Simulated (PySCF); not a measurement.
A calculated (TPSS, PySCF 2.14, cc-pVDZ, the non-relativistic Hamiltonian (point nucleus)) atom or ion has these occupied shells.

```csv
shell,electrons,orbital energy (eV),"rms radius, mean of both spins (bohr)"
1s α,1,-4865.2,0.0812
1s β,1,-4865.2,0.0812
2s α,1,-549.69,0.355
2s β,1,-549.11,0.355
2p α,3,-460.67,0.322
2p β,3,-460.20,0.322
3s α,1,-79.212,1.09
3s β,1,-77.364,1.09
3p α,3,-55.678,1.18
3p β,3,-53.812,1.18
3d α,2,-21.224,1.57
```

Question: Name the element and its charge.

Answer: Ti²⁺ (titanium, charge +2), in [Ar] 3d2, high-spin 3F determinant.
